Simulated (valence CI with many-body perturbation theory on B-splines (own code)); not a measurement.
Results of a calculation; reference values are marked as such.
**Ladder of approximations for Pb76+**

Level of theory: valence CI with perturbative core correlation (CI+MBPT): four valence electrons over a frozen Dirac-Fock core [He], a basis of 11 s, 11 p, 9 d, 7 f, 5 g, 2 h, 1 i functions for each j, with the one-electron correlation potential Σ1 (screened to all orders), the two-electron term Σ2, the three-electron term Σ3, Breit, model QED; selected single and double excitations, second order for the rest (own B-spline code, finite nucleus).

The last digits are not significant, and no measured levels were compared; by estimate large intervals hold to a few tenths of a per cent, small ones and those within an open d or f shell to about a per cent. Among the levels kept, up to 340 cm⁻¹ of a level comes from second order outside the variational space, and about a tenth of that is noise between levels of different J, which matters for small intervals.

Each rung adds one term. CI alone is the Dirac-Coulomb CI over the frozen core; QED comes last and gives the full result, which names the levels. Energies are above (2s^2 2p1/2^2) J=0 on the same rung, in × 10³ cm⁻¹.

Levels are named by their leading jj configuration (3d3/2^4 stands for four electrons in 3d with j = 3/2), which in mixed levels can hold well under half, so a name can repeat and another be missing. Letters in brackets count levels of one name in rising energy.

```tsv
Level	CI alone
(2s^2 2p1/2 2p3/2) J=1	18674
(2s^2 2p1/2 2p3/2) J=2	18911
(2s 2p1/2^2 2p3/2) J=2	21641
(2s 2p1/2^2 2p3/2) J=1	22422
(2s^2 2p3/2^2) J=2	37783
(2s^2 2p3/2^2) J=0	38273
(2s 2p1/2 2p3/2^2) J=2 [a]	40024
(2s 2p1/2 2p3/2^2) J=3	40542
(2s 2p1/2 2p3/2^2) J=0	40939
(2s 2p1/2 2p3/2^2) J=1 [a]	41215
(2s 2p1/2 2p3/2^2) J=2 [b]	41364
(2s 2p1/2 2p3/2^2) J=1 [b]	41314
(2p1/2^2 2p3/2^2) J=2	44395
(2p1/2^2 2p3/2^2) J=0	44902
(2s 2p3/2^3) J=2	59651
(2s 2p3/2^3) J=1	60424
```

(1) What do these energies become with core correlation, Breit and QED?

(2) How does the ionisation energy move along the ladder, and which term matters most?

Answers

(1) (2s^2 2p1/2 2p3/2) J=1 18432 (-241.71); (2s^2 2p1/2 2p3/2) J=2 18577 (-333.32); (2s 2p1/2^2 2p3/2) J=2 21335 (-306.24); (2s 2p1/2^2 2p3/2) J=1 22151 (-271.28); (2s^2 2p3/2^2) J=2 37272 (-510.65); (2s^2 2p3/2^2) J=0 37863 (-409.49); (2s 2p1/2 2p3/2^2) J=2 [a] 39509 (-515.14); (2s 2p1/2 2p3/2^2) J=3 39882 (-659.77); (2s 2p1/2 2p3/2^2) J=0 40502 (-437.14); (2s 2p1/2 2p3/2^2) J=1 [a] 40711 (-504.12); (2s 2p1/2 2p3/2^2) J=2 [b] 40773 (-590.74); (2s 2p1/2 2p3/2^2) J=1 [b] 40818 (-495.57); (2p1/2^2 2p3/2^2) J=2 43841 (-553.78); (2p1/2^2 2p3/2^2) J=0 44452 (-450.38); (2s 2p3/2^3) J=2 58908 (-742.81); (2s 2p3/2^3) J=1 59714 (-710.87).

(2) CI alone 23523, + Σ1 23523, + Σ2 23523, + Σ3 23523, + Breit 23465, + QED 23464 eV. The largest step is Breit, -58 eV. NIST lists 23460 ± 110 eV (theoretical).
